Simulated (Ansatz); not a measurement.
CH$_{7}$Cl$_{2}$GeNSi (`C[N]([SiH2]Cl)[GeH2][Cl]`) at its PBE0-D4/def2-TZVP geometry, where that method's forces vanish. Total charge 0; spin multiplicity 1.

```json
{"atom": "C1", "x (Å)": "0.209", "y (Å)": "0.797", "z (Å)": "1.288"}
{"atom": "N2", "x (Å)": "-0.052", "y (Å)": "0.004", "z (Å)": "0.088"}
{"atom": "Si3", "x (Å)": "-0.354", "y (Å)": "-1.668", "z (Å)": "0.227"}
{"atom": "Cl4", "x (Å)": "1.356", "y (Å)": "-2.761", "z (Å)": "0.622"}
{"atom": "Ge5", "x (Å)": "0.152", "y (Å)": "0.857", "z (Å)": "-1.516"}
{"atom": "Cl6", "x (Å)": "-1.421", "y (Å)": "2.330", "z (Å)": "-1.678"}
{"atom": "H7", "x (Å)": "1.275", "y (Å)": "1.009", "z (Å)": "1.417"}
{"atom": "H8", "x (Å)": "-0.332", "y (Å)": "1.747", "z (Å)": "1.252"}
{"atom": "H9", "x (Å)": "-0.134", "y (Å)": "0.263", "z (Å)": "2.177"}
{"atom": "H10", "x (Å)": "-1.254", "y (Å)": "-1.924", "z (Å)": "1.374"}
{"atom": "H11", "x (Å)": "-0.889", "y (Å)": "-2.155", "z (Å)": "-1.062"}
{"atom": "H12", "x (Å)": "1.460", "y (Å)": "1.657", "z (Å)": "-1.537"}
{"atom": "H13", "x (Å)": "-0.015", "y (Å)": "-0.154", "z (Å)": "-2.651"}
```

(1) For each bond, give half the difference of the two atoms' forces along it (eV/Å; positive pushes the atoms apart) under PBE-D4, r2SCAN-D4, B3LYP-D4, ωB97M-V in def2-TZVPP. (Estimate.)

Answers

(1) Ansatz gave: 
```tsv
bond	length (Å)	PBE-D4	r2SCAN-D4	B3LYP-D4	ωB97M-V
C1–N2	1.462	0.01	0.23	0.22	0.27
C1–H7	1.095	0.09	-0.06	-0.08	-0.10
C1–H8	1.094	0.10	-0.05	-0.09	-0.09
C1–H9	1.093	0.10	-0.05	-0.10	-0.09
N2–Si3	1.705	0.09	-0.02	-0.03	0.01
N2–Ge5	1.828	0.17	0.02	0.13	0.00
Si3–Cl4	2.067	0.14	0.05	0.22	0.09
Si3–H10	1.480	0.05	-0.04	-0.14	-0.16
Si3–H11	1.479	0.02	-0.05	-0.14	-0.14
Ge5–Cl6	2.161	0.21	0.05	0.26	0.05
Ge5–H12	1.533	0.03	-0.06	-0.08	-0.11
Ge5–H13	1.528	0.00	-0.07	-0.09	-0.10
```

B3LYP here is the variant with VWN-RPA as its local correlation; programs differ in this.
